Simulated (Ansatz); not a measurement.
`CC[Se][SiH3]` + `C=C` → `C=C[Se]CC` + SiH₄  (formal exchange of groups at the Se–Si bond)

Program: Ansatz. Geometries: PBE0-D4/def2-TZVP. ΔE: electronic, gas phase. CCSD(T)/CBS adds triple-zeta CCSD(T) − MP2 to the extrapolated MP2 energy (def2 sets, frozen cores). This one scheme is used for every species. Functionals use def2-TZVPP. For Se outer-core shells are correlated without core-valence functions, which leaves a few kJ/mol of doubt a bond. Scalar relativity is left out up to krypton. Each species was taken in one conformer, which may not be the lowest.

(1) Is it downhill or uphill in electronic energy at CCSD(T)/CBS, and by how much? (Best estimate.)

(2) What do these levels give: PBE0-D4, ωB97X-V, B2PLYP, HF/def2-TZVPP, SCS-MP2/def2-QZVPP, HF/CBS(def2)? (Estimate.)

Largest T1 diagnostic among the species: 0.011.

Results:

(1) Computed: Uphill: ΔE = +87.4 kJ/mol.

(2) Computed: PBE0-D4 85.0, ωB97X-V 84.1, B2PLYP 83.8, HF/def2-TZVPP 100.1, SCS-MP2/def2-QZVPP 84.2, HF/CBS(def2) 99.9 kJ/mol.

In def2-TZVPP, CCSD(T) changes the Hartree–Fock value by −19.4 kJ/mol (the triples alone add −3.5 kJ/mol) and MP2 by −20.6 kJ/mol. The D4 term adds −4.0 kJ/mol with B3LYP and −2.3 kJ/mol with PBE0; it sums over pairs of atoms, weighted by their polarisabilities, and B3LYP, whose exchange is more repulsive, gets the larger term. From PBE to PBE0 (25 % exact exchange), in def2-TZVPP and without D4, ΔE moves by +6.2 kJ/mol.

B3LYP here is the variant with VWN-RPA as its local correlation; programs differ in this.
